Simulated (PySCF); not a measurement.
# Calculated NMR data

Theoretical values (PySCF 2.14.0 with density-fitted response routines): geometry: GFN2-xTB, σ from GIAO-PBE0/pcSseg-1. Isolated molecule, one conformer, no relativistic terms, rapidly exchanging positions averaged.

Chemical shifts δ = σref − σ; TMS for ¹H (σref 31.72) and ¹³C (σref 186.93), all at this level. Splittings of carbon signals by F and P are missing where no couplings were computed. Where no couplings were computed, multiplicities follow the n + 1 count of equivalent neighbours, and m marks all less simple cases (inequivalent or close neighbours, rings, F or P nearby). Shifts are as computed. Against solution values, carbons near 30 ppm lie about +3 ppm off and those near 130 ppm about +5 ppm. Of 1211 compounds with measured shifts, 218 miss one by over three times the rms of a fit or turn the order of signals round; such compounds aren't used in these exercises.

**1.** `O=C[C@@H]1OCC(F)=C1F`, C₅H₄F₂O₂. ¹H NMR (500 MHz, computed): δ 9.98 (m, 1H), 5.17 (m, 1H), 5.04 (m, 1H), 4.86 (m, 1H). ¹³C{¹H} NMR (computed): δ 203.7 (CH), 146.9 (C), 140.8 (C), 87.4 (CH), 72.5 (CH2).

**2.** 1-fluorobicyclo[2.2.2]octane, C₈H₁₃F. ¹H NMR (500 MHz, computed): δ 1.80 (m, 6H), 1.74 (m, 6H), 1.34 (m, 1H). ¹³C{¹H} NMR (computed): δ 94.3, 34.4, 30.1, 27.4.

**3.** SMILES c1cccc(F)c1-n1cpcn1, C₈H₆FN₂P. ¹H NMR (500 MHz, computed): δ 9.61 (m, 1H), 8.97 (m, 1H), 8.97 (m, 1H), 7.62 (m, 1H), 7.62 (m, 1H), 7.58 (m, 1H). ¹³C{¹H} NMR (computed): δ 167.9, 165.9, 162.4, 133.5, 133.4, 132.6, 130.6, 123.3.
